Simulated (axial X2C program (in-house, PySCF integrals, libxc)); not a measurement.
# MnGe⁻ at several levels of theory in the non-relativistic limit (speed of light times 100)

All values were computed with an in-house all-electron X2C program for linear molecules (integrals from PySCF). The Hamiltonian is the X2C one with the speed of light multiplied by 100, which is the non-relativistic limit. Basis: Ge dyall-av3z [10s9p7d2f], Mn dyall-av3z [10s10p7d3f2g] (cores contracted in-house); Gaussian nuclei, density fitting, unrestricted open shells. Masses: Ge 73.921 u, Mn 54.938 u.

Input:
```json
{
 "zs": [
  32,
  25
 ],
 "q": -1,
 "bas": [
  "dyall-av3z",
  "dyall-av3z"
 ],
 "levels": [
  "PBE0",
  "HF",
  "PW91",
  "r2SCAN"
 ],
 "cc": false,
 "r0": 2.4,
 "npts": 10,
 "nst": 2,
 "ntry": 6,
 "opt": {
  "cfac": 100
 }
}
```
```bash
python so2c.py task.json out
```

Keys: zs atomic numbers; q charge; bas basis sets; levels methods; cc coupled cluster on or off; r0 starting distance in Å; npts points on the curve; nst determinants followed; ntry starts of the search; cfac factor on the speed of light (100 gives the non-relativistic limit). HF also brings MP2.

State, non-rel.: M_S = 1, Λ = 0 (beyond evenly filled blocks: δ+α, δ-α); electrons by block: σα: 14, σβ: 14, π+α: 6, π+β: 6, π-α: 6, π-β: 6, δ+α: 2, δ+β: 1, δ-α: 2, δ-β: 1. Fragments: Ge- + Mn.

| Hamiltonian | level | Re (Å) | ωe (cm⁻¹) | ωexe (cm⁻¹) | Be (cm⁻¹) | αe (cm⁻¹) | De (eV) | D0 (eV) | k (mdyn/Å) | μ (D) |
| --- | --- | --- | --- | --- | --- | --- | --- | --- | --- | --- |
| non-rel. | PBE0 | 2.502 | 196.7 | 1.03 | 0.08547 | 0.000549 | 2.84 | 2.82 | 0.719 | -2.02 |
| non-rel. | PW91 | 2.335 | 239.8 | 1.07 | 0.09808 | 0.000594 | 2.17 | 2.16 | 1.07 | -1.78 |
| non-rel. | r2SCAN | 2.414 | 220.4 | 1.04 | 0.09181 | 0.000554 | 1.78 | 1.76 | 0.902 | -2.45 |

Dipoles are positive if Mn is the positive end and refer to the centre of mass.

The state is a single determinant with fixed occupations, the lowest that a limited PBE0 search found. De is counted from the lowest determinant-based energies of the atoms at the same level, without counterpoise correction. Other states lie close and PBE0, whose exact exchange favours high spin, may order them wrongly; the determinant shown need not be the ground state. The nearest other spin-free determinant of the search, M_S = 2, Λ = 0, lies 0.24 eV up at the distance of the search. The highest occupied level of some functionals is positive through self-interaction error; at Hartree–Fock it is bound. The determinant is spin-polarised beyond a pure state at some levels (its spin-free form has ⟨S²⟩ too high), which makes Re and μ there less reliable.

No reliable constants came from HF (non-rel.), MP2 (non-rel.): no minimum in range, unconverged points, a curve that is not smooth, a change of character along it.

Rough cost a point (non-rel.) on 1 thread(s) of a shared host, integrals apart: PBE0 2.2 s, PW91 2.1 s, r2SCAN 4 s.
